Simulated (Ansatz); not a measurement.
Species: CH$_{6}$Si$_{3}$, SMILES `C[Si]1=[SiH][SiH2]1` (charge 0, multiplicity 1).

### Question
Give a relaxed geometry from PBE0-D3(BJ)/def2-TZVP (Ansatz, a quantum-chemistry and plane-wave program).

### Answer
the end point of this relaxation (outside a Z-matrix the atoms follow the SMILES, hydrogens last).
Bonds (Å): C1–Si2 1.871, C1–H5 1.091, C1–H6 1.092, C1–H7 1.092, Si2–Si3 2.106, Si2–Si4 2.287, Si3–Si4 2.286, Si3–H8 1.489, Si4–H9 1.493, Si4–H10 1.493. Bond angles (°): Si2–C1–H5 110.0, Si2–C1–H6 110.0, Si2–C1–H7 110.0, H5–C1–H6 109.1, H5–C1–H7 109.1, H6–C1–H7 108.6, C1–Si2–Si3 151.1, C1–Si2–Si4 146.3, Si3–Si2–Si4 62.5, Si2–Si3–Si4 62.6, Si2–Si3–H8 150.6, Si4–Si3–H8 146.8, Si2–Si4–Si3 54.9, Si2–Si4–H9 122.2, Si2–Si4–H10 122.2, Si3–Si4–H9 122.0, Si3–Si4–H10 122.0, H9–Si4–H10 106.4.
